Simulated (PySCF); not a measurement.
# One molecule, several mistakes: FH2OSi2 anion

All numbers below are calculated, not measured. The program is PySCF 2.14.0, an open-source quantum chemistry code, run on an isolated molecule that a program drew, which may never have been made. The molecule is FH2OSi2 anion (charge -1, singlet), drawn as the SMILES string `O=[Si](F)[SiH2-]`.

Each row is a Hartree-Fock (HF) and frozen-core CCSD(T) single point in the aug-cc-pV(D+d)Z basis, meant for a local HF minimum. Run 1 is clean. Each other run has one planted mistake out of seven kinds, and not every kind appears here: one electron removed, one electron added, multiplicity raised by two, geometry at a saddle point, minimal basis STO-3G, one bond length entered in bohr, all coordinates scaled. The reference is restricted for singlets and unrestricted otherwise, and also for a bond in bohr. Adding or removing an electron swaps singlet and doublet. Electrons count all cores. HOMO and LUMO are orbital energies over both spins, the gradient is its largest component, and the lowest frequency (negative if imaginary) is given only where the gradient is small. Bond lengths are over the 5 bonds as drawn. T1 is the CCSD diagnostic: over 0.02 (restricted) or 0.045 (unrestricted) a single reference is doubtful.

Geometry of the clean run:
```xyz
6
FH2OSi2 anion, angstrom
O    -2.9006   -0.0329    1.1948
Si   -1.3823   -0.0712    1.1732
F    -0.7000   -0.3346    2.6280
Si    0.2638   -0.1304   -0.5024
H    -0.4032    0.9012   -1.3943
H     1.2171    0.7860    0.2492
```

| run | electrons | basis functions | <S^2> | HOMO (eV) | LUMO (eV) | gradient (hartree/bohr) | lowest frequency (cm^-1) | mean bond (Å) | longest bond (Å) | T1 | HF (hartree) | CCSD(T) (hartree) | mistake |
|---|---|---|---|---|---|---|---|---|---|---|---|---|---|
| 1 | 48 | 128 | 0.000 | -3.40 | 3.89 | 3.2e-05 | 158 | 1.7072 | 2.350 | 0.0202 | -753.45548 | -754.12207 | no fault |
| 2 | 48 | 30 | 0.000 | 1.84 | 14.02 | 3.7e-02 | - | 1.7072 | 2.350 | 0.0208 | -744.03512 | -744.22017 | minimal basis STO-3G |
| 3 | 47 | 128 | 0.760 | -11.50 | -1.53 | 4.8e-02 | - | 1.7072 | 2.350 | 0.0230 | -753.36994 | -754.00347 | one electron removed |
| 4 | 48 | 128 | 0.000 | -2.26 | 3.86 | 2.4e-05 | -478 | 1.6550 | 2.179 | 0.0187 | -753.43447 | -754.09904 | geometry at a saddle point |
| 5 | 48 | 128 | 0.357 | -3.61 | 2.97 | 2.9e-02 | - | 2.1253 | 4.440 | 0.0558 | -753.39098 | -754.04801 | ? |

**Which mistake was planted in run 5, and what did it cost?**

The mean bond changes by a factor of 1.245 and the longest by 1.889, so the molecule wasn't scaled as a whole. A length L in bohr read as angstrom grows by (1/0.5292 - 1) L = 0.890 L. The 5 bonds together grew by 5 x 0.4181 = 2.091 Å, which gives L = 2.350 Å. That is bond Si2-Si4, 2.350 Å in the clean geometry. So the mistake is: one bond length entered in bohr. Subtracting run 1 and multiplying by 627.51 kcal/mol a hartree, the energy moved by 40.5 kcal/mol in HF and 46.5 kcal/mol in CCSD(T).

Cautions from the logs. Run 1: T1 is over the limit, so its CCSD(T) energy is less reliable; run 2: T1 is over the limit, so its CCSD(T) energy is less reliable and the HOMO is above zero, so the electron isn't bound and the energy depends on the basis; run 5: T1 is over the limit, so its CCSD(T) energy is less reliable.
